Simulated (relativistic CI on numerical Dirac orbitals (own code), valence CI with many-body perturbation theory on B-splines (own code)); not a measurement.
**Ti⁺: a short configuration list, a large CI and many-body theory against measured levels**

Six calculations, all with the Dirac-Coulomb Hamiltonian. A to C use 19 configurations on KLI orbitals optimised for each, with Breit and QED terms: A ab initio, B with Slater integrals scaled by 0.85, C with the P86 correlation functional added as well. Their list is 3d2.4s, 3d3, 3d.4s2, 3d2.4p, 3d2.4d, 3d2.4f, 3d.4s.4p, 3d2.5s, 3d2.5p, 3d.4s.5p, 3d2.6s, 3d2.5d, 4s2.4p, 3d2.6p, 4s.4p2, 4p3, 4p2.4d, 4p2.4f, 3d.4p2. D to F correlate the 3 valence electrons outside the frozen Dirac-Fock core [Ar] of the bare core ion, in 81 B-spline orbitals (175,953 selected states over all symmetries, the rest in second order). F holds the one-electron core-valence potential Σ₁, the screening Σ₂ of the valence interaction, a three-electron term, Breit and QED; D (none of these) and E (Σ₁ alone) are solved again in the space of F. The core's calculated polarisability is 1.48 bohr³.

Computed minus measured energy above the ground level, in cm⁻¹, for 14 of the 32 excited levels that pair with a measured one in all six and keep their character from D to F (pairs that miss by over 12,000 cm⁻¹ in F, or 15,000 in both A and B, are taken as false; terms as labelled in the source; one J of a term):

```
Configuration   Term    J  Measured      A      B      C      D      E     F
       3d2.4s   a 4F  5/2        94    -10    -10    -10    -20      3     0
          3d3   b 4F  3/2       908   3366   3927    895  13007   8605    27
       3d2.4s   a 2F  5/2      4629   1177    441    450   -469   -399    14
          3d3   a 4P  5/2      9518   5921   4899   1873  12317   8618   145
       3d2.4s   b 4P  1/2      9873   2427    627    628     26    644   283
          3d3   a 2H  9/2     12677   6533   4881   1829  11620   8160  -222
          3d3   b 2F  7/2     20892   9072   5895   2926  11013   8207   160
       3d2.4p  z 4G°  5/2     29544  -2133  -2041  -1250  -2704  -1346  -347
       3d2.4p  z 4F°  3/2     30836  -2060  -2130  -1320  -2638  -1014  -388
       3d2.4p  z 2F°  5/2     31207  -1651  -1806   -970  -3170  -1404  -385
       3d2.4p  z 2D°  3/2     31757  -1781  -1970  -1106  -3324  -1321  -385
       3d2.4s   a 2S  1/2     31788   8494   2724   2778  -3302  -1178  1006
       3d2.4p  z 4D°  5/2     32698  -1923  -2196  -1349  -3542  -1171  -352
       3d2.4p  z 2G°  7/2     34543   -514  -1411   -612  -1960   -799  -441
```

Mean absolute errors, in cm⁻¹:

| Levels | A | B | C | D | E | F |
| --- | --- | --- | --- | --- | --- | --- |
| all, 32 | 2927 | 2354 | 1149 | 4803 | 2998 | 256 |
| 3d2.4s, 9 | 2017 | 613 | 621 | 498 | 438 | 209 |
| 3d3, 9 | 5605 | 4667 | 1645 | 12157 | 8417 | 112 |
| 3d2.4p, 14 | 1790 | 1986 | 1169 | 2843 | 1161 | 379 |

Measured levels: NIST Handbook of Basic Atomic Spectroscopic Data (Sansonetti and Martin, J. Phys. Chem. Ref. Data 34, 1559 (2005)). The scale of B and the settings of D to F were settled with such spectra in view, so this is no blind test.

From closest to farthest the columns rank F (256), C (1149), B (2354), A (2927), E (2998), D (4803); over all 52 levels that F pairs, its error is 273. Inside the ground configuration the errors are A 2017, B 613, C 621, D 498, E 438, F 209: the unscaled integrals of A spread the terms too wide, and the scale of B removes most of that. The configuration that the core terms move most is 3d3: its mean error is +12157 in D, and Σ₁, Σ₂, the three-electron term, and Breit with QED change it by -3740, -8088, -206 and -109, to +14 in F. D keeps the core as it is in the bare core ion; d electrons reach into the outer core shells, and the relaxation of those shells, which differs with the number of d electrons, enters only through these terms. In A 3d3 lies too high and 3d2.4p too low on average. The largest residue of F is in 3d2.4p (379). The run behind D to F took about 3 min of CPU with its rates, the short lists 2 s (one thread, shared hosts). The ionisation energy is 13.243 eV in D, 13.558 in E and 13.493 in F, against 13.58 ± 0.0025 eV in NIST ASD (measured).
